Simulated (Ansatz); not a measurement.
Basis-set series for CH2SZn. Charge 0, multiplicity 1. The bonds changed during the relaxation, so this is another structure than the one it started from. All single points use the PBE0-D4/def2-TZVP geometry.

Cartesian coordinates in Å:
```
C -0.421 -0.425 0.224
S 0.052 -1.879 -0.256
Zn 1.572 2.108 -0.777
H -1.104 0.189 -0.364
H -0.100 0.007 1.173
```

```csv
functional,basis,functions,energy (Eh),HOMO (eV),LUMO (eV)
PBE0-D4,def2-SVP,73,-2215.99991,-6.40,-2.39
PBE0-D4,def2-TZVPP,165,-2216.44607,-6.65,-2.59
ωB97M-V,def2-SVP,73,-2216.29691,-8.41,-0.16
ωB97M-V,def2-TZVPP,165,-2216.74402,-8.70,-0.46
```

Give the rows for def2-QZVPP. (Best estimate.)

Ansatz gave: 
```
functional       basis  functions  energy (Eh)  HOMO (eV)  LUMO (eV)
   PBE0-D4  def2-QZVPP        287  -2216.50221      -6.67      -2.63
   ωB97M-V  def2-QZVPP        287  -2216.79849      -8.71      -0.54
```

Scalar relativity is left out up to krypton.
